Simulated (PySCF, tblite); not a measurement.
One entry of a table of gas-phase calculations, keyed by method. Lists by class give the value and the number of equivalent atoms.

```json
{
 "formula": "C4H6ClSi",
 "smiles": "C=C/C(Cl)=[C]/[SiH3]",
 "inchi": "InChI=1S/C4H6ClSi/c1-2-4(5)3-6/h2H,1H2,6H3",
 "charge": 0,
 "multiplicity": 2,
 "geometry_level": "GFN2-xTB",
 "atoms_angstrom": [
  ["C", -2.571, -0.559, -0.804],
  ["C", -1.452, 0.137, -0.653],
  ["C", -0.283, -0.287, 0.092],
  ["Cl", -0.411, -1.921, 0.849],
  ["C", 0.819, 0.369, 0.266],
  ["Si", 2.515, 0.648, 0.914],
  ["H", -2.699, -1.533, -0.366],
  ["H", -3.397, -0.169, -1.374],
  ["H", -1.342, 1.116, -1.1],
  ["H", 2.421, 1.74, 1.884],
  ["H", 3.049, -0.559, 1.556],
  ["H", 3.352, 1.016, -0.229]
 ],
 "electronic_structure_code": "PySCF",
 "results": {
  "GFN2-xTB geometry": {
   "rotational_constants_GHz": [4.179, 1.224, 0.957]
  },
  "GFN2-xTB harmonic vibrations, gas phase": {
   "strongest_ir_bands_cm-1_km_per_mol_modes": [
    [771.5, 175.6, 1],
    [785.3, 231.9, 1],
    [786.8, 424.2, 1],
    [2207.4, 238.6, 1],
    [2257.1, 358.4, 1],
    [2264.7, 193.2, 1]
   ],
   "zpe_kcal_per_mol": 47.2
  },
  "UKS B3LYP, pcH-1 on C Cl H Si, non-relativistic, mean-field spin-orbit, GIAO": {
   "g_iso": 2.00148,
   "g_tensor": [1.99876, 2.00252, 2.00317],
   "s2": 0.761,
   "a_iso_by_class_MHz": [
    ["13C", 137.1, 1],
    ["13C", 45.0, 1],
    ["1H", 38.7, 3],
    ["35Cl", 38.0, 1],
    ["29Si", 12.8, 1]
   ],
   "spin_populations_mulliken_by_atom": [-0.04, 0.05, -0.14, 0.13, 0.97, -0.03, 0.0, 0.0, 0.0, 0.0, 0.05, 0.01]
  }
 }
}
```

The rotational constants make it an asymmetric top with κ = (2B − A − C)/(A − C) = -0.83, nearer the prolate limit (−1). ⟨S²⟩ is 0.011 above the pure-spin value S(S + 1) = 0.75. The zero-point energy, half the sum of the 30 harmonic wavenumbers, equals 16500 cm⁻¹ or 197 kJ/mol. At 9.50 GHz, hν = g·μB·B₀ (B₀ the magnetic field) puts the centre of the isotropic spectrum, to first order, at 339.1 mT.

One conformer (not necessarily the lowest) at the GFN2-xTB geometry, without solvent or vibrations. In GFN2-xTB open shells enter through the occupations alone, without spin polarisation, so single modes can be far off. Hyperfine couplings depend on the geometry, which wasn't re-optimised at a DFT level. Couplings of like nuclei are plain means over topologically equivalent atoms, as if these changed places fast (by rotation of a methyl-like group, say); in this geometry the members of some sets differ.

The values belong to the conformer `[CH2:1]=[CH:2]/[C:3]([Cl:4])=[C:5]/[SiH3:6]`: C1–C2–C3–Cl4 0°.
